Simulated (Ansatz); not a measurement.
H4OSi2, SMILES `O1[SiH2][SiH2]1` (charge 0, multiplicity 1).

All values below come from HSE06/cc-pVTZ // B3LYP-D3(BJ)/def2-TZVP (Ansatz, a first-principles code).

Ansatz 0.2 input:
```yaml
crystal:
  periodic: [false, false, false]
  atoms:
    - { symbol: O, position_ang: [0.210842, -0.103394, 1.361206] }
    - { symbol: Si, position_ang: [1.340907, 0.061379, 0.125451] }
    - { symbol: Si, position_ang: [-1.242087, -0.109838, 0.512535] }
    - { symbol: H, position_ang: [1.492538, -1.226499, -0.613235] }
    - { symbol: H, position_ang: [0.841442, 1.142557, -0.784004] }
    - { symbol: H, position_ang: [-1.579444, 1.269118, 0.052155] }
    - { symbol: H, position_ang: [-1.064195, -1.033322, -0.654107] }
basis:
  gaussian: { orbitals: cc-pVTZ }
hamiltonian:
  xc: hse06
```

Output:

```
Functional definition: HSE06
975 factors; their error is unknown
84 factors; integrals over basis functions are off by at most 7.2e-7 eV
mean field evaluation 1: about -17853.7644 eV, gradient 5.0e1 eV
mean field evaluation 2: about -17831.8699 eV, gradient 1.1e2 eV
mean field evaluation 4: about -17857.9387 eV, gradient 4.3e0 eV
mean field evaluation 8: about -17858.0690 eV, gradient 4.1e-2 eV
mean field evaluation 16: about -17858.0690 eV, gradient 3.0e-5 eV
mean field -17858.06900214 eV, -656.2719311948 hartree, gradient 3.0e-5 eV, S^2 0.000000; 0 other end points of the search recorded, 0 dependent functions left out
reference -17858.06903927 eV, -656.2719325592 hartree; 20, 20 occupied and 134, 134 virtual orbitals, 975 factors
Total energy: -17858.06903927 eV, -656.2719325592 hartree
```
